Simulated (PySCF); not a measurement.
# Sm: excitation energy

Sm [Xe] 4f6 6s2 (7F) → Sm [Xe] 4f5 5d1 6s2 (high-spin determinant), as a difference of total energies. All numbers are calculated (PySCF 2.14, scalar relativity by spin-free X2C-1e, in x2c-TZVPPall (11s7p7d4f2g, 113 functions)). Correlated levels: valence: [Kr] 4d10 frozen; valence and next inner shell: [Ar] 3d10 frozen. The calculations carry no spin-orbit coupling.

| method | excitation energy (eV) |
| --- | --- |
| UHF | 1.025 |
| PBE0 | 2.636 |
| MP2 (valence) | 2.544 |
| SCS-MP2 (valence) | 1.826 |
| MP2 (valence and next inner shell) | 2.871 |
| SCS-MP2 (valence and next inner shell) | 2.153 |

Question: How much does correlation contribute at MP2 (valence and next inner shell)?

Answer: 2.871 − (1.025) = 1.846 eV, measured against UHF.

A first-order spin-orbit estimate (lowest level to lowest level, LS coupling) adds -0.291 eV.

The determinant of the upper state mixes LS terms, which raises its energy above the lowest term, most at the Hartree-Fock and MP2 levels.
